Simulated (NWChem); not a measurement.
[SiH2]1[Si@H](C=N1)Cl (CH4ClNSi2), optimised at PBE0/def2-SVP with NWChem:

| Property | Result |
|---|---|
| highest occupied level (eV) | -6.97 |
| orbital gap (eV) | 5.50 |
| dipole (D) | 1.02 |
| highest harmonic frequency (cm⁻¹) | 3066 |
| zero-point energy (kcal/mol) | 30.4 |

All stand in one matching conformer (torsions within 35°), which need not be the lowest.

Q: One Si atom is replaced by C, giving Cl[Si@H]1C=NC1 (C2H4ClNSi), optimised at the same level. How do these values move?

A: 
```json
[
 {"quantity": "highest occupied level (eV)", "new value": "-7.07", "change": "-0.10"},
 {"quantity": "orbital gap (eV)", "new value": "5.98", "change": "+0.48"},
 {"quantity": "dipole (D)", "new value": "0.89", "change": "-0.13"},
 {"quantity": "highest harmonic frequency (cm⁻¹)", "new value": "3171", "change": "+105"},
 {"quantity": "zero-point energy (kcal/mol)", "new value": "36.7", "change": "+6.3"}
]
```
